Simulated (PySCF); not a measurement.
Al2H4, SMILES [AlH2][AlH2-], charge -1, multiplicity 2.

Coordinates come from a ωB97X-D3(BJ)/def2-TZVPD optimisation.

Method: PBE/def2-TZVPD in PySCF.

 A positive occupied level means that this level leaves the electron formally unbound; only the finite basis holds it.

The total energy comes out as -486.98792 hartree and the point group is D2h. The α spin, highest occupied and lowest empty level is 0.69 and 2.69 eV, the β spin, highest occupied and lowest empty level is -0.90 and 1.63 eV and the dipole moment about the centre of nuclear charge comes out as 0.00 D. The mean static polarisability is 136.9 bohr³ (20.29 Å³) and the polarisability, principal values is 103.6, 127.1, 180.1 bohr³. The ⟨S²⟩ is 0.755 (pure state 0.75).
